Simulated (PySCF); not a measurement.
Stepwise substitution at one centre (Ge CH3-OCH3). Isolated molecules, 0 K electronic values unless said otherwise. One relaxed conformer stands for each flexible species; it need not be the lowest. Strings in code marks are SMILES.

Computed with PBE-D3(BJ)/def2-TZVP // B3LYP-D3(BJ)/def2-SVP (PySCF). All candidates: neutral, multiplicity 1. Excitations are Tamm–Dancoff values on a coarser integration grid. The basis has no diffuse functions, so Rydberg states are missing or too high.

```
Property                Value
-------------------  --------
HOMO–LUMO gap         6.88 eV
HOMO                 -6.82 eV
S1 excitation (TDA)   6.95 eV
```

Q: Say which member has these values.
A) `C[O][Ge]([CH3])([O]C)[O]C`
B) `[CH3][Ge]([CH3])([CH3])[CH3]`
C) `C[O][Ge]([O]C)([O]C)[O]C`
D) `C[O][Ge]([CH3])([CH3])[O]C` (C–O–Ge–O torsion -55°, O–Ge–O–C torsion 169°)

A: B, `[CH3][Ge]([CH3])([CH3])[CH3]`. The others give `C[O][Ge]([CH3])([O]C)[O]C`: 5.75 eV, -6.11 eV, 5.84 eV; `C[O][Ge]([O]C)([O]C)[O]C`: 5.53 eV, -6.45 eV, 5.69 eV; `C[O][Ge]([CH3])([CH3])[O]C` (C–O–Ge–O torsion -55°, O–Ge–O–C torsion 169°): 5.79 eV, -5.92 eV, 5.88 eV
